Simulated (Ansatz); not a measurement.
C4H8ClFSi (SMILES C=C[Si](F)(Cl)CC), singlet, at a GFN2-xTB geometry, atoms displaced at random by about 0.08 Å a coordinate; PBE/STO-3G, gradient run with Ansatz (an electronic-structure program).

Here is a job for Ansatz.
Ansatz 0.2 input:
```yaml
crystal:
  periodic: [false, false, false]
  atoms:
    - {symbol: C, position_ang: [-2.75944483, -0.69557128, -0.79342215]}
    - {symbol: C, position_ang: [-1.87865598, -0.85047591, -0.00032794]}
    - {symbol: Si, position_ang: [-0.19600700, -0.05768390, -0.04758779]}
    - {symbol: F, position_ang: [-0.19250181, 1.04970198, -1.41262119]}
    - {symbol: Cl, position_ang: [0.44308887, 1.20066344, 1.52711305]}
    - {symbol: C, position_ang: [1.38454077, -1.32240710, -0.33975662]}
    - {symbol: C, position_ang: [2.66767427, -0.54552696, -0.60208952]}
    - {symbol: H, position_ang: [-2.92672468, 0.00818508, -1.68754215]}
    - {symbol: H, position_ang: [-3.71683469, -1.19386920, -0.46966057]}
    - {symbol: H, position_ang: [-1.89931777, -1.40627535, 1.13277131]}
    - {symbol: H, position_ang: [1.19782641, -1.69731668, -1.31356998]}
    - {symbol: H, position_ang: [1.33357429, -1.95964223, 0.41074279]}
    - {symbol: H, position_ang: [2.98654322, -0.17751537, 0.31209520]}
    - {symbol: H, position_ang: [3.49264438, -1.28384188, -0.66779938]}
    - {symbol: H, position_ang: [2.68306773, 0.16165786, -1.37044334]}
basis:
  gaussian:
    orbitals: STO-3G
hamiltonian:
  xc: pbe
output: {forces: true}
```

Task: Predict the main parts of the log of this Ansatz run.

Result: 
```
Functional definition: PBE
655 factors; integrals over basis functions are off by at most 4.6e-5 eV
mean field evaluation 1: about -27054.5339 eV, gradient 2.8e1 eV
mean field evaluation 2: about -27045.1938 eV, gradient 6.6e1 eV
mean field evaluation 4: about -27057.6028 eV, gradient 4.7e0 eV
mean field evaluation 8: about -27057.5288 eV, gradient 1.2e-1 eV
mean field evaluation 16: about -27057.5289 eV, gradient 1.2e-5 eV
mean field -27057.52889346 eV, -994.3458465829 hartree, gradient 1.2e-5 eV, S^2 0.000000; 0 other end points of the search recorded, 0 dependent functions left out
the calculation of the forces begins
reference -27057.52892297 eV, -994.3458476673 hartree; 36, 36 occupied and 15, 15 virtual orbitals, 655 factors
Total energy: -27057.52892297 eV, -994.3458476673 hartree
Atom 0 at    -2.759445    -0.695571    -0.793422 Å, force   -13.140029     1.624435    -8.633106 eV/Å
Atom 1 at    -1.878656    -0.850476    -0.000328 Å, force    12.333700    -2.223448    13.469373 eV/Å
Atom 2 at    -0.196007    -0.057684    -0.047588 Å, force     2.775515     1.262631    -4.086345 eV/Å
Atom 3 at    -0.192502     1.049702    -1.412621 Å, force    -0.091428    -1.852675     2.154882 eV/Å
Atom 4 at     0.443089     1.200663     1.527113 Å, force    -0.292040     0.085300     0.658852 eV/Å
Atom 5 at     1.384541    -1.322407    -0.339757 Å, force    -2.611314     6.849141    -4.538247 eV/Å
Atom 6 at     2.667674    -0.545527    -0.602090 Å, force     1.186875    -3.757008     2.287668 eV/Å
Atom 7 at    -2.926725     0.008185    -1.687542 Å, force     1.019827    -1.149268     1.010211 eV/Å
Atom 8 at    -3.716835    -1.193869    -0.469661 Å, force     0.000842     0.315206    -0.997741 eV/Å
Atom 9 at    -1.899318    -1.406275     1.132771 Å, force    -0.860431     1.044923    -3.901218 eV/Å
Atom 10 at     1.197826    -1.697317    -1.313570 Å, force    -1.096799    -1.855496    -1.255312 eV/Å
Atom 11 at     1.333574    -1.959642     0.410743 Å, force     0.510652    -4.376864     4.454239 eV/Å
Atom 12 at     2.986543    -0.177515     0.312095 Å, force     0.562009     2.628426     2.727057 eV/Å
Atom 13 at     3.492644    -1.283842    -0.667799 Å, force    -0.079169    -0.215540    -1.410575 eV/Å
Atom 14 at     2.683068     0.161658    -1.370443 Å, force    -0.218210     1.620237    -1.939738 eV/Å
Dipole moment:    -0.261375    -0.484516    -0.265851 e Å
```
